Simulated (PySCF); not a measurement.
## Relaxation of singlet Na₂F₂

Method: PBE0/[Na def2-TZVP, F def2-TZVP], no relativity, density fitting, PySCF. A (50,194) grid was used.

A hand-made rhombic ring start, of D2h symmetry, held to at least that symmetry:

```xyz
4
charge 0 multiplicity 1, angstrom
Na    1.5832    0.0000    0.0000
Na   -1.5832    0.0000    0.0000
F     0.0000    1.6978    0.0000
F     0.0000   -1.6978    0.0000
```

Optimiser trace:
| step | E − E(last) (kJ/mol) | largest gradient (Eh/bohr) |
| --- | --- | --- |
| 0 | 52.21 | 0.02525 |
| 1 | 35.45 | 0.02336 |
| 2 | 3.72 | 0.00727 |
| 3 | 2.20 | 0.00707 |
| 4 | 1.06 | 0.00486 |
| 5 | 0.00 | 0.00020 |
| 6 | 0.00 | 0.00001 |

It ends at D2h with Na–F 2.071 Å (×4); F–Na–F 93.9° (×2), Na–F–Na 86.1° (×2) (after a last refinement on a finer grid). A frequency run shows a minimum.

Final geometry:
Z-matrix (Å, degrees; charge 0 multiplicity 1):
```
Na
Na 1 2.8261
F  1 2.0706 2 46.97
F  1 2.0706 2 46.97 3 180.00
```

The relaxation took 9.4 s on 2 threads of a shared Arm Neoverse V2 host, with 126 basis functions and 7 gradients; the process peaked at 0.74 GiB. Launch command: `OMP_NUM_THREADS=2 python axn.py task.json out`.
